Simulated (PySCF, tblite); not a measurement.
Species: C₃H₁₀F₂OSi₂.
SMILES with atom numbers: `[F:1][CH:2]([F:3])[O:4][C@H:5]([SiH3:6])[CH2:7][SiH3:8]` (hydrogens: H9 on C2; H10 on C5; H11, H12, H13 on Si6; H14, H15 on C7; H16, H17, H18 on Si8)

Jobs on this species (18 atoms, 82 electrons) with PySCF (density fitting) and tblite. Hardware of each: an Arm Neoverse N1 with one thread, no GPU, on a shared host. The host was shared with other jobs, so the times are rough.

```json
{"level and settings": "PBE0/pcSseg-1", "work": "shieldings, charges and field gradients", "basis functions": "200", "SCF cycles": "?", "wall time": "?"}
{"level and settings": "GFN2-xTB", "work": "L-BFGS relaxation", "basis functions": "–", "SCF cycles": "–", "wall time": "1.5 s"}
{"level and settings": "GFN2-xTB", "work": "Hessian by finite differences", "basis functions": "–", "SCF cycles": "–", "wall time": "1.2 s"}
```

Q: Fill in the missing figures.

A: 
- PBE0/pcSseg-1; shieldings, charges and field gradients: 63 s, 14 SCF cycles

Q: What do all jobs in the table cost together?

A: About 66 s; the longest takes about 96 % of that, and about 52 times as long as the shortest.
